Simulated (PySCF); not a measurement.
Input for PySCF: R-HF/3-21G on GeHI (SMILES [GeH][I]), a point of a bond scan (R = 2.802 Å).

```python
from pyscf import gto, scf, dft, mp
from pyscf.data.elements import chemcore

mol = gto.M(
    atom='''
    Ge   -0.91057453   -0.75513755    1.05678619
    H    -2.69590958   -1.60442634   -0.92944554
    I     0.58621040    0.47933673   -0.63658405
    ''',
    basis='3-21g',
    charge=0, spin=0, verbose=3, max_memory=1800)
mf = scf.RHF(mol)
mf.conv_tol = 1e-8
mf.max_cycle = 100
mf.kernel()
if not mf.converged:
    mf = mf.newton().run(mf.mo_coeff, mf.mo_occ)
```

It printed:

```
converged SCF energy = -8953.10739008185
```

The calculation finished and met its thresholds.

Cost: about 0.8 core-seconds (a rough figure).
